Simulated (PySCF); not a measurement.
ZnFBr, SMILES [Zn]([Br])[F]. Atoms are numbered in the order given.

```xyz
3

Zn     0.0000     0.0000    -0.8395
F      0.0000     0.0000    -2.5918
Br     0.0000     0.0000     1.3861
```

Coordinates come from a B3LYP-D3(BJ)/def2-TZVP optimisation.

All values below come from IEF-PCM-ωB97X/def2-SVP run with PySCF.

The values are the electrostatic part of the solvation free energy, E(continuum) − E(gas) at the gas-phase geometry, in a cavity of scaled van der Waals radii (PySCF's table); cavitation and dispersion terms are not included. A continuum can't describe solvent molecules that bind to the metal. In vacuum the orbital gap is 11.30 eV. The dipole moment in vacuum is 0.54 D.

```tsv
solvent	ε	ΔG(elec) (kcal/mol)	dipole (D)	gap (eV)
water	78.36	[?]	[?]	[?]
methanol	32.61	-21.6	0.21	11.94
acetone	20.49	-20.9	0.18	11.92
```

Problem. What belongs in the gaps? (The exact figures need the calculation; the answer reports its results.)

Solution. 
- water, ΔG(elec) (kcal/mol): -22.3
- water, dipole (D): 0.24
- water, gap (eV): 11.97
